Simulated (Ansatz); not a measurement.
Reaction (ligand exchange at the Si–O bond): `C=C[Si](C)(O)F` + HCl → `C=C[Si](C)(F)Cl` + H₂O

Calculated with Ansatz (gas phase, PBE0-D4/def2-TZVP geometries, no zero-point term in ΔE). CCSD(T)/CBS adds triple-zeta CCSD(T) − MP2 to the extrapolated MP2 energy (def2 sets, frozen cores). This one scheme is used for every species. One conformer a species, not always the lowest.

`C=C[Si](C)(O)F`:

```xyz
13

C    -0.756    1.951   -0.626
C     0.051    0.944   -0.952
Si    0.616   -0.331    0.269
C    -0.236   -1.962    0.126
O     0.404    0.196    1.804
F     2.181   -0.550   -0.011
H    -1.092    2.687   -1.351
H    -1.122    2.080    0.389
H     0.377    0.865   -1.989
H     0.182   -2.676    0.838
H    -0.121   -2.372   -0.880
H    -1.303   -1.855    0.331
H     0.819    1.023    2.053
```

HCl:

Z-matrix (Å, degrees):
```
Cl
H 1 1.279
```

`C=C[Si](C)(F)Cl`:

Cartesian coordinates in Å:
```
C -1.325 -0.214 -1.409
C -0.141 0.390 -1.361
Si 0.914 0.397 0.151
C 0.203 -0.519 1.587
F 2.336 -0.232 -0.214
Cl 1.287 2.344 0.685
H -1.737 -0.743 -0.554
H -1.942 -0.208 -2.303
H 0.216 0.909 -2.249
H 0.043 -1.570 1.336
H 0.894 -0.470 2.432
H -0.747 -0.083 1.900
```

H₂O:

```xyz
3

O    -0.127   -0.099   -0.354
H     0.403    0.664   -0.117
H    -0.276   -0.565    0.471
```

```tsv
species	CCSD(T)/CBS(def2) energy (Eh)
`C=C[Si](C)(O)F`	-582.54598
HCl	-460.38127
`C=C[Si](C)(F)Cl`	-966.54711
H₂O	-76.37941
```

(1) Work out ΔE.

Largest T1 diagnostic among the species: 0.011.

Answers

(1) ΔE = (-966.54711) + (-76.37941) − (-582.54598) − (-460.38127) = 0.00073 Eh = +0.02 eV.

The D4 term adds −0.04 eV with B3LYP and −0.02 eV with PBE0; it sums over pairs of atoms, weighted by their polarisabilities, and B3LYP, whose exchange is more repulsive, gets the larger term. In def2-TZVPP, CCSD(T) changes the Hartree–Fock value by −0.06 eV (the triples alone add −0.02 eV) and MP2 by −0.11 eV.

B3LYP here is the variant with VWN-RPA as its local correlation; programs differ in this.
